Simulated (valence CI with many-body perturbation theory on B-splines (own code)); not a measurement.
Nb¹⁹⁺: M1 decay

Method: valence CI with perturbative core correlation (CI+MBPT): four valence electrons over a frozen Dirac-Fock core [Ar], a basis of 9 s, 9 p, 10 d, 8 f, 5 g, 3 h, 1 i functions for each j, with the one-electron correlation potential Σ1 (screened to all orders), the two-electron term Σ2, the three-electron term Σ3, Breit, model QED; selected single and double excitations, second order for the rest (own B-spline code, finite nucleus).

No measured levels were compared; by estimate terms of the open shell hold to 2 to 4 % of their energy, and close levels can change places. Core correlation moves these levels by up to 9400 cm⁻¹, and in measured spectra 5 to 20 % of such shifts remained as error; rates that hang on mixing are uncertain with them. Only levels of the ground parity were solved; by the run's estimate the other parity begins above the list, which can be wrong where configurations are misplaced.

Lines 1 to 50 of 120 in falling wavelength, among levels below 384140 cm⁻¹, chosen from the decays that carry over 1 % of a level's rate. Wavelengths and rates use the calculated energies, so an error of 2000 cm⁻¹ moves a line at 7337 Å by 15 % and its rate by three times that or more. Weak lines are less certain than strong ones. Lines between different terms over intervals too small for the method are left out, as are lines whose strength nearly cancels. Branching is blank where the lifetime is uncertain.

Names give the largest LS component (configuration and term), which can be under half, so a name can repeat, a term be missing and a line seem to break the LS rules; names also repeat where a configuration has a term twice. Letters in brackets count levels of one name in rising energy.

```
λ vac (Å)         Upper         Lower  Type   A (s⁻¹)  Branch %
    14870      3d4 3H_6      3d4 3H_5    M1  4.69e+00      99.9
    13360      3d4 5D_4      3d4 5D_3    M1  1.06e+01     100.0
    12280      3d4 5D_1      3d4 5D_0    M1  2.54e+01     100.0
    11810      3d4 5D_3      3d4 5D_2    M1  2.67e+01     100.0
    11100      3d4 5D_2      3d4 5D_1    M1  3.83e+01     100.0
     7419      3d4 3G_5      3d4 3G_4    M1  1.74e+01       4.2
     7337  3d4 3F_4 [a]      3d4 3G_3    M1  3.79e+01       4.2
     7080      3d4 3H_5      3d4 3H_4    M1  5.45e+01      71.7
     7009      3d4 3G_3      3d4 3H_4    M1  2.26e+01       3.4
     6670      3d4 3D_3  3d4 3P_2 [a]    M1  1.50e+01       1.5
     4699      3d4 3D_2  3d4 3P_2 [a]    M1  3.16e+01       2.1
     4694  3d4 3P_2 [a]  3d4 3P_1 [a]    M1  1.25e+02      23.3
     4662      3d4 3G_5  3d4 3F_4 [a]    M1  1.09e+02      26.6
     4629      3d4 3G_4      3d4 3G_3    M1  1.84e+01       4.2
     4599      3d4 3G_4      3d4 3H_5    M1  4.05e+01       9.2
     4518  3d4 3P_1 [a]  3d4 3P_0 [a]    M1  1.83e+02      10.9
     4378  3d4 3F_3 [a]  3d4 3F_2 [a]    M1  1.46e+02      18.9
     3819  3d4 3F_3 [a]      3d4 3G_3    M1  1.37e+02      17.7
     3776  3d4 3F_4 [b]      3d4 1F_3    M1  3.70e+01          
     3747  3d4 1G_4 [a]      3d4 3G_5    M1  8.96e+01       6.0
     3744      3d4 3D_1  3d4 3P_2 [a]    M1  1.15e+02       7.0
     3585  3d4 3F_4 [a]      3d4 3H_4    M1  3.05e+02      33.4
     3564  3d4 1D_2 [a]      3d4 3D_1    M1  9.73e+01       5.7
     3509      3d4 3G_5      3d4 3H_6    M1  1.00e+02      24.3
     3342  3d4 3P_2 [b]  3d4 1D_2 [a]    M1  8.86e+01       7.1
     3073      3d4 3D_3  3d4 3F_2 [a]    M1  4.45e+01       4.4
     3057  3d4 3F_2 [b]      3d4 1F_3    M1  1.32e+02       6.8
     2986  3d4 1D_2 [a]      3d4 3D_2    M1  7.39e+01       4.3
     2839      3d4 3G_5      3d4 3H_5    M1  1.52e+02      37.0
     2810  3d4 1G_4 [a]  3d4 3F_3 [a]    M1  3.05e+02      20.4
     2788      3d4 3G_4      3d4 3H_4    M1  4.92e+01      11.2
     2787      3d4 3D_3      3d4 3G_3    M1  9.79e+01       9.6
     2575      3d4 3D_2  3d4 3F_2 [a]    M1  1.31e+02       8.8
     2528      3d4 1I_6      3d4 3H_6    M1  2.54e+02      47.8
     2514  3d4 1D_2 [a]      3d4 3D_3    M1  3.32e+02      19.4
     2489  3d4 1G_4 [a]      3d4 3G_4    M1  1.98e+02      13.3
     2466      3d4 3H_4      3d4 5D_4    M1  2.01e+02      79.6
     2371      3d4 3D_2      3d4 3G_3    M1  3.23e+01       2.2
     2353  3d4 3F_2 [b]  3d4 1D_2 [a]    M1  1.02e+02       5.3
     2348      3d4 3D_2  3d4 3P_1 [a]    M1  8.82e+01       5.9
     2310      3d4 1F_3      3d4 3D_2    M1  7.29e+01          
     2259      3d4 3D_1  3d4 3F_2 [a]    M1  1.57e+02       9.5
     2184  3d4 3F_3 [b]  3d4 1D_2 [a]    M1  1.63e+02          
     2161      3d4 1I_6      3d4 3H_5    M1  2.77e+02      52.1
     2083      3d4 3D_1  3d4 3P_1 [a]    M1  3.37e+02      20.5
     2081      3d4 3H_4      3d4 5D_3    M1  5.16e+01      20.4
     2077  3d4 1G_4 [a]  3d4 3F_4 [a]    M1  6.39e+02      42.8
     2017      3d4 1F_3      3d4 3D_3    M1  4.26e+02          
     1993  3d4 3F_4 [b]  3d4 1G_4 [a]    M1  6.70e+01          
     1829      3d4 3H_5      3d4 5D_4    M1  2.15e+01      28.3
```
